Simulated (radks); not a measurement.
The numbers below are computed, except where a source is named.
Tb+, 64 electrons, occupied as [Xe] 4f9 6s1. Level of theory: scalar-relativistic Kohn-Sham, PBE, spin-polarised, spherical densities, point nucleus; open shells are filled with parallel spins first (spin-orbit coupling, left out, can overturn this in heavy ions) (a radial shooting solver on a logarithmic mesh with Libxc functionals).

Unscreened Slater integrals over Kohn-Sham orbitals (cm^-1). They are taken over the spin-up orbitals.

\begin{tabular}{lr}
integral & value \\ \hline
F0(6s,6s) & 53164 \\
F0(6s,4f) & 69008 \\
G3(6s,4f) & 2677.8 \\
F0(6s,5p) & 66014 \\
G1(6s,5p) & 5185.5 \\
F0(6s,5s) & 67090 \\
G0(6s,5s) & 2702.1 \\
F0(4f,4f) & 234720 \\
F2(4f,4f) & 108310 \\
F4(4f,4f) & 67356 \\
F6(4f,4f) & 48294 \\
F0(4f,5p) & 150960 \\
F2(4f,5p) & 52488 \\
G2(4f,5p) & 29156 \\
G4(4f,5p) & 21993 \\
F0(4f,5s) & 171200 \\
G3(4f,5s) & 33749 \\
F0(5p,5p) & 126730 \\
F2(5p,5p) & 67918 \\
F0(5p,5s) & 136490 \\
G1(5p,5s) & 90570 \\
F0(5s,5s) & 149500 \\
\end{tabular}

Derived for the open shells (J is the average intra-shell exchange parameter used in DFT+U). 4f: F4/F2 = 0.622, F6/F2 = 0.446, J = (286 F2 + 195 F4 + 250 F6)/6435 = 8731 cm^-1.
